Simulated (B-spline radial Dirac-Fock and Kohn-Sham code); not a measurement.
# Levels of muonic ¹⁸²Ir

Nucleus: ¹⁸²Ir, Fermi distribution (skin thickness 2.3 fm), rms radius 5.3705 fm (measured, Angeli and Marinova 2013).

Input of the calculation (task.json; shells as n, l, electrons):

```json
{"items": [{
  "Z": 77,
  "q": 0,
  "cfg": [[1, 0, 2], [2, 0, 2], [2, 1, 6], [3, 0, 2], [3, 1, 6], [3, 2, 10], [4, 0, 2], [4, 1, 6], [4, 2, 10], [4, 3, 14], [5, 0, 2], [5, 1, 6], [5, 2, 7], [6, 0, 2]],
  "A": 182,
  "rrms": 5.3705,
  "do": "muonic",
  "nuclei": [[182, 181.958076, 5.3705, "measured", "fermi"]]
}]}
```

Launch: `python xray2_run.py task.json out`

Level of theory: the Dirac equation of a negative muon with reduced mass in the field of a spherical finite nucleus, with the Uehling potential to all orders; nuclear polarisation, deformation, hyperfine structure, self-energy, higher-order vacuum polarisation, relativistic recoil and electron screening are left out; a B-spline atomic structure program.

```csv
level,binding (keV),"point nucleus, no QED (keV)",vacuum polarisation (keV),⟨r⟩ (fm)
1s1/2,9757,18250,62.712,8.4
2s1/2,3244,4664,17.358,25.4
2p1/2,4272,4664,28.488,16.2
2p3/2,4112,4253,26.212,17.0
3s1/2,1578,2026,6.629,52.4
3p1/2,1894,2026,9.385,40.5
3p3/2,1852,1903,8.901,41.5
3d3/2,1910,1903,8.865,33.4
3d5/2,1876,1869,8.359,34.3
4d3/2,1071,1069,3.818,67.4
4d5/2,1057,1054,3.625,68.5
4f5/2,1057,1054,3.156,58.5
4f7/2,1050,1047,3.076,59.2
```

Problem. By how much does the finite nuclear size lower the 1s binding energy?

Solution. By 8551 keV, 46.87 % of the point-nucleus value (point value plus vacuum polarisation less the binding energy). The 1s orbit has ⟨r⟩ = 8.4 fm.
